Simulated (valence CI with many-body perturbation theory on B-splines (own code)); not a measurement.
Ho54+ in three bases

Calculated by relativistic CI+MBPT: three valence electrons over a frozen Dirac-Fock core [Ne], radial functions for each j: 9 s, 9 p, 8 d, 6 f, 3 g, 1 h, with the one-electron correlation potential Σ1 (screened to all orders), the two-electron term Σ2, the three-electron term Σ3, Breit, model QED; selected single and double excitations, second order for the rest, scaled by the run's own slope (own B-spline code, finite nucleus).

The last digits are not significant, and no measured levels were compared; by estimate large intervals hold to a few tenths of a per cent, small ones and those within an open d or f shell to about a per cent.

The reference run has the lowest level (3s^2 3p1/2) J=1/2 and an ionisation energy of 5259.27 eV. Its largest variational space holds 8470 state functions.

Levels are named by their leading jj configuration (3d3/2^4 stands for four electrons in 3d with j = 3/2), which in mixed levels can hold well under half, so a name can repeat and another be missing. Letters in brackets count levels of one name in rising energy.

Changed runs:
A. basis 6 s, 6 p, 5 d, 3 f, 1 g
B. basis 5 s, 5 p, 4 d, 2 f

Excitation energies of the reference run in cm⁻¹, and shifts in cm⁻¹:

```tsv
Level	Reference	A	B
(3s 3p1/2^2) J=1/2	1150820	-21	-58
(3s^2 3p3/2) J=3/2	1830540	-28	-66
(3s 3p1/2 3p3/2) J=3/2 [a]	2772890	-175	-525
(3s 3p1/2 3p3/2) J=5/2	2899260	-46	-126
(3s 3p1/2 3p3/2) J=3/2 [b]	3055670	+4.2	+28
(3s 3p1/2 3p3/2) J=1/2	3126440	+36	+166
(3s^2 3d3/2) J=3/2	3486810	+285	+920
(3s^2 3d5/2) J=5/2	3842620	+209	+606
(3p1/2^2 3p3/2) J=3/2	4196040	-61	-169
(3s 3p1/2 3d3/2) J=3/2 [a]	4305480	-21	-83
(3s 3p1/2 3d3/2) J=5/2	4397260	+88	+207
(3s 3p1/2 3d3/2) J=1/2	4583290	+196	+573
Ionisation energy (eV)	5259.27	-0.02	-0.06
```
